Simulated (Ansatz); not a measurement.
`O[CH2][Zn][F]` + `O[SiH3]` → `[F][Zn][O][SiH3]` + CH₃OH at 600 K and 1 bar (ligand exchange at a Zn–C bond).

Gas-phase electronic energies from Ansatz, PBE0-D4/def2-TZVP geometries. CBS: MP2 limit from def2 TZ/QZ plus the TZ coupled-cluster correction, frozen cores. This one scheme is used for every species. For Zn outer-core shells are correlated without core-valence functions, which leaves a few kJ/mol of doubt a bond. Scalar relativity is left out up to krypton. One conformer a species, not always the lowest.

```tsv
species	CCSD(T)/CBS energy (Eh)	H − E (kJ/mol)	S (J/(mol·K))
`O[CH2][Zn][F]`	-1993.21324	159.7	384.7
`O[SiH3]`	-366.69042	135.7	307.9
`[F][Zn][O][SiH3]`	-2244.31866	132.6	421.5
CH₃OH	-115.61712	163.6	277.3
```

H − E and S are ideal-gas, rigid-rotor, harmonic terms from PBE0-D4/def2-TZVP, for one conformer and one mirror image of each species. 1 Eh = 2625.50 kJ/mol, R = 8.31446 J/(mol·K).

Q: By hand: ΔE, ΔH, ΔS and ΔG.

A: ΔE = (-2244.31866) + (-115.61712) − (-1993.21324) − (-366.69042) = -0.03212 Eh = -84.3 kJ/mol. Δ(H − E) = 132.6 + 163.6 − 159.7 − 135.7 = 0.8, so ΔH = -83.5 kJ/mol. ΔS = 421.5 + 277.3 − 384.7 − 307.9 = 6.2 J/(mol·K). ΔG = -83.5 − 600 × (6.2)/1000 = -87.2 kJ/mol.

Q: By hand: the equilibrium constant, and the temperature at which ΔG would vanish if ΔH and ΔS stayed fixed.

A: log₁₀ K = −ΔG/(RT ln 10) = 7.6. ΔH and −TΔS have one sign here, so there is no such temperature.

The number of gas molecules stays the same, so ΔS is small and ΔH decides. A doubt of 5 kJ/mol in ΔE shifts log₁₀ K by 0.4 here. Other conformers and mirror images would add mixing entropy, several J/(mol·K) or more a flexible species. Modes under 60 cm⁻¹, often nearly free rotors, make the harmonic entropy too high. These are equilibria of isolated gas molecules and say nothing of rates. Largest T1 diagnostic: 0.017 (customary marks: 0.02 for closed shells, 0.045 for open ones).

ΔS is within the doubt of such terms, so its sign, and with it that verdict, could turn.
